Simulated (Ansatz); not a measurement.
The cluster Fe2S. Charge 0, multiplicity 1. Geometry B3LYP-D4/def2-TZVP.

```xyz
3

Fe    0.889   -0.005    0.897
Fe   -0.682   -1.014   -0.320
S    -0.208    1.019   -0.577
```

The restricted singlet is unstable towards broken spin symmetry at other levels; at PBE-D4/def2-SVP, revPBE-D4/def2-TZVP, r2SCAN-D4/def2-TZVPD, PBE0-D4/def2-SVP this wasn't settled. At PBE0-D4/def2-TZVP the restricted singlet is unstable: a solution with broken spin symmetry lies lower. The geometry of the singlet was relaxed on an unsound state (restricted singlet, unstable towards broken spin symmetry at other levels and untested here). At PBE0-D4/def2-TZVP a triplet of charge 0 lies 5.02 eV below the restricted singlet, each at its own geometry. That triplet is doubtful there (⟨S²⟩ 4.93, where a pure state has 2.00). The structure comes from a short search, and lower isomers may exist.

Problem. Estimate the orbital energies around the gap (eV) in Ansatz with PBE-D4/def2-SVP, revPBE-D4/def2-TZVP, r2SCAN-D4/def2-TZVPD, PBE0-D4/def2-SVP, PBE0-D4/def2-TZVP.

Solution. 
```tsv
orbital	PBE-D4/def2-SVP	revPBE-D4/def2-TZVP	r2SCAN-D4/def2-TZVPD	PBE0-D4/def2-SVP	PBE0-D4/def2-TZVP
HOMO−13	-54.95	-55.43	-57.27	-59.29	-59.73
HOMO−12	-54.90	-55.34	-57.20	-59.15	-59.55
HOMO−11	-54.85	-55.30	-57.16	-58.84	-59.24
HOMO−10	-16.15	-16.40	-17.06	-17.87	-18.16
HOMO−9	-7.53	-7.85	-8.11	-8.76	-9.14
HOMO−8	-7.03	-7.23	-7.47	-8.08	-8.29
HOMO−7	-6.50	-6.79	-6.98	-7.23	-7.67
HOMO−6	-5.18	-5.58	-5.67	-6.54	-7.01
HOMO−5	-4.41	-4.82	-4.97	-5.91	-6.19
HOMO−4	-4.20	-4.74	-4.61	-5.84	-6.08
HOMO−3	-3.66	-4.23	-4.50	-5.66	-6.05
HOMO−2	-3.43	-3.97	-4.08	-5.02	-5.54
HOMO−1	-3.38	-3.87	-3.94	-4.97	-5.51
HOMO	-3.12	-3.61	-3.89	-4.86	-5.30
LUMO	-3.11	-3.58	-3.57	-1.45	-1.96
LUMO+1	-3.05	-3.56	-3.34	-1.43	-1.92
LUMO+2	-2.89	-3.24	-3.12	-1.08	-1.71
LUMO+3	-2.22	-2.54	-2.55	-1.04	-1.62
LUMO+4	-1.81	-2.03	-1.89	-0.86	-1.24
LUMO+5	0.54	0.02	-0.55	1.62	0.87
```
